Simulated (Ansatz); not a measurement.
One change: `C=[CH][GeH]([Cl])[Cl]` becomes `C=[CH][Ge]([Cl])([Cl])[Cl]`.

Ansatz, PBE0-D4/def2-TZVP geometries, multiplicity 1. Each molecule was computed in one conformer, which needn't be the lowest.

Scalar relativity is left out up to krypton.

```csv
property,`C=[CH][GeH]([Cl])[Cl]`
HOMO energy (PBE0/def2-TZVPP) / eV,-8.63
"ideal-gas entropy at 298 K and 1 bar (rigid rotor, harmonic PBE0-D4/def2-TZVP) / J/(mol·K)",365
size of the dipole moment (B3LYP/def2-TZVPP) / D,2.66
HOMO–LUMO gap (B3LYP/def2-TZVPP) / eV,7.01
HOMO–LUMO gap (PBE/def2-TZVPP) / eV,5.27
LUMO energy (PBE/def2-TZVPP) / eV,-2.12
```

Problem. Give the same properties after the change, and the shifts. (An estimate is asked.)

Solution. Computed: 
| property | `C=[CH][Ge]([Cl])([Cl])[Cl]` | shift |
| --- | --- | --- |
| HOMO energy (PBE0/def2-TZVPP) / eV | -8.89 | -0.26 |
| ideal-gas entropy at 298 K and 1 bar (rigid rotor, harmonic PBE0-D4/def2-TZVP) / J/(mol·K) | 397 | 32 |
| size of the dipole moment (B3LYP/def2-TZVPP) / D | 2.83 | 0.17 |
| HOMO–LUMO gap (B3LYP/def2-TZVPP) / eV | 7.08 | 0.07 |
| HOMO–LUMO gap (PBE/def2-TZVPP) / eV | 5.35 | 0.08 |
| LUMO energy (PBE/def2-TZVPP) / eV | -2.31 | -0.19 |

With PBE0 the HOMO falls by 0.26 eV and the LUMO falls by 0.19 eV, so the gap widens by about 0.07 eV. PBE moves the HOMO by -0.27 eV and ωB97M-V by -0.26 eV. Dipoles are sizes alone; their direction can turn.

Positive LUMOs are unbound, so they and the gaps depend on the basis.

B3LYP here is the variant with VWN-RPA as its local correlation; programs differ in this.
